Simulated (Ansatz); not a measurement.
V2S⁺, relaxed as a doublet with UKS PBE0-D4/def2-TZVP in Ansatz, starting from the GFN1-xTB geometry. Force threshold 0.02 eV/Å.

The charge 1 doublet is spin-contaminated (final ⟨S²⟩ up to 3.82, 0.75 for a pure state). The relaxation made no stability test and no search for a lower SCF solution. The structure comes from a short search, and lower isomers may exist.

Start:

| atom | x (Å) | y (Å) | z (Å) |
| --- | --- | --- | --- |
| V1 | 1.328 | -1.694 | 0.373 |
| V2 | -1.328 | 1.694 | -0.371 |
| S3 | 0.000 | 0.000 | -0.002 |

Task: Estimate the energy that the relaxation releases and the steps that it takes.

Result: 4.6 kcal/mol, in 7 steps; 27 s on 4 threads of Arm Neoverse V1 on a shared host. The force fell under the threshold at step 4, but the optimiser went on. No frequencies were taken in this run, so the end may be a saddle point.

Task: Does the start keep its bonding and symmetry?

Result: By distances, no bond broke or formed. The bond that changes most is V2–S3, from 2.18 to 2.37 Å (atoms count from 1). Point group D∞h at the start, C∞v at the end, both within 0.05 Å.

Task: Predict the relaxed structure.

Result: 
```xyz
3

V     1.327   -1.693    0.373
V    -1.383    1.764   -0.387
S     0.056   -0.072    0.014
```
Bond lengths (bridged metal pairs left out): 2 × S–V 2.09 to 2.37 Å.
